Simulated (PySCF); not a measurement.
Simulation results for CH2AlBF

Calculation on a computer-drawn molecule: the log of a Hartree-Fock and frozen-core CCSD(T) single point meant for a local Hartree-Fock minimum, with one planted fault or none, to be diagnosed. Offsets are logged minus clean, where the clean run is the same molecule without the fault. The reference is restricted for singlets and unrestricted otherwise, and also for a bond in bohr or an excited solution. Adding or removing an electron swaps singlet and doublet. The excited solution moves the top pair (singlet) or top alpha electron (doublet) to the lowest empty orbital. Highest occupied and lowest empty are orbital energies over both spins, largest force is the largest gradient component, triples share is (T) over the correlation energy, the T1 limit is 0.02 restricted and 0.045 unrestricted, electrons count all cores, a negative frequency is imaginary (commonest isotopes), and the dipole is about the centre of nuclear charge. Program: PySCF 2.14.0.

CH2AlBF

Logged structure:
```xyz
6
CH2AlBF
B     -3.0333    -2.2651     2.2172
C     -2.9520    -1.4736     1.0987
Al    -4.1933     0.0041     1.0883
F     -4.1462     1.0031    -0.2401
H     -3.1853    -2.8748     3.2117
H     -2.2978    -1.5650     0.2383
```

```
meant charge                         : 0
meant multiplicity                   : 2
meant basis                          : cc-pV(D+d)Z
logged electrons                     : 35
logged basis functions               : 75
logged SCF converged                 : yes
logged spin squared                  : 0.7561
logged highest occupied              : -8.5607 eV
logged lowest empty                  : 1.1142 eV
logged largest force                 : 2.255e-05 hartree/bohr
logged lowest frequency              : 93.299 cm⁻¹
logged T1 diagnostic                 : 0.019036
logged D1 diagnostic                 : 0.06235
logged triples share                 : 0.029667
logged CC converged                  : yes
logged dipole magnitude              : 3.1668 debye
logged SCF stable within its kind    : yes
logged energy HF                     : -405.08669 hartree
logged energy CCSD(T)                : -405.56234 hartree
possible faults                      : no fault, one electron removed, one electron added, multiplicity raised by two, geometry at a saddle point, SCF held on an excited solution, minimal basis STO-3G, one bond length entered in bohr, all coordinates scaled
planted fault                        : no fault
HF energy offset from clean run      : 0 kcal/mol
CCSD(T) energy offset from clean run : 0 kcal/mol
```

Drawn bonds:
```
atom  other atom  order
   1           2      2
   2           3      1
   3           4      1
   1           5      1
   2           6      1
```
